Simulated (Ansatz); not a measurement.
Gas-phase electronic energies from Ansatz, PBE0-D4/def2-TZVP geometries. CBS: MP2 limit from def2 TZ/QZ plus the TZ coupled-cluster correction, frozen cores. This one scheme is used for every species. def2 core potentials past Kr. For I outer-core shells are correlated without core-valence functions, which leaves a few kJ/mol of doubt a bond. Each species was taken in one conformer, which may not be the lowest.

Reaction (ligand exchange at the Si–I bond): `[SiH3][SiH2]I` + `[NH2][AlH][OH]` → `[NH2][AlH][O][SiH2][SiH3]` + HI

```json
{"species": "`[SiH3][SiH2]I`", "HF/def2-TZVPP energy (Eh)": "-877.49339"}
{"species": "`[NH2][AlH][OH]`", "HF/def2-TZVPP energy (Eh)": "-373.72477"}
{"species": "`[NH2][AlH][O][SiH2][SiH3]`", "HF/def2-TZVPP energy (Eh)": "-953.98694"}
{"species": "HI", "HF/def2-TZVPP energy (Eh)": "-297.24257"}
```

Problem. Work out ΔE.

Solution. ΔE = (-953.98694) + (-297.24257) − (-877.49339) − (-373.72477) = -0.01135 Eh = -7.1 kcal/mol. CCSD(T)/CBS gives -3.2 kcal/mol.

Largest T1 diagnostic among the species: 0.012.

The D4 term adds −0.8 kcal/mol with B3LYP and −0.6 kcal/mol with PBE0; it sums over pairs of atoms, weighted by their polarisabilities, and B3LYP, whose exchange is more repulsive, gets the larger term. In def2-TZVPP, CCSD(T) changes the Hartree–Fock value by +1.6 kcal/mol (the triples alone add +0.5 kcal/mol) and MP2 by +3.9 kcal/mol.

B3LYP here is the variant with VWN-RPA as its local correlation; programs differ in this.
